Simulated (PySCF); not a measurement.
NMR data simulated for an unnamed compound:

¹H NMR (400 MHz, computed): δ 5.98 (br s, 1H), 5.56 (br s, 1H), 3.27 (s, 3H), 2.15 (s, 3H), 0.33 (s, 3H), -0.03 (br s, 2H).

¹³C{¹H} NMR (computed): δ 159.1 (C), 134.3 (CH2), 25.0 (CH3), 1.1 (CH3).

PySCF calculation with GFN2-xTB structure and GIAO PBE0/pcSseg-1 shieldings; averaged over atoms made equivalent by symmetry, fast rotation or ring inversion, relativity neglected, no solvent model, a single conformation.

Shifts are taken against calculated references (same method and geometry level): ¹H and ¹³C vs TMS.

Question: Which of these does the molecule contain: a ketone, an NH or NH2 group, a Si–H bond, a methoxy group, a Si–CH3 group, a three-membered ring?

Answer: 
- A ketone: no.
- An NH or NH2 group: yes (δH -0.03 (br s)).
- A Si–H bond: yes (δH 3.27 (s)).
- A methoxy group: no.
- A Si–CH3 group: yes (δC 1.1; δH 0.33 (s)).
- A three-membered ring: no.

The data belong to SMILES C(=C)(C)[Si@@](C)(N)[SiH3], C$_{4}$H$_{13}$NSi$_{2}$; they needn't prove each group on their own.

Carbon signals by region: 2 in the sp2 and nitrile region (100–160 ppm), 2 below 50 ppm.

OH and NH positions are those of a molecule without intermolecular hydrogen bonds; in solution they move with solvent, concentration and temperature, and exchange usually removes their couplings. Shifts are as computed. Against solution values, carbons near 30 ppm lie about +3 ppm off and those near 130 ppm about +5 ppm. Of 1309 compounds with measured shifts, 239 miss one by over three times the rms of a fit or turn the order of signals round; such compounds aren't used in these exercises. Multiplicities follow the n + 1 count of equivalent neighbours, as no J values were calculated; m marks all less simple cases, F and P coupling included.
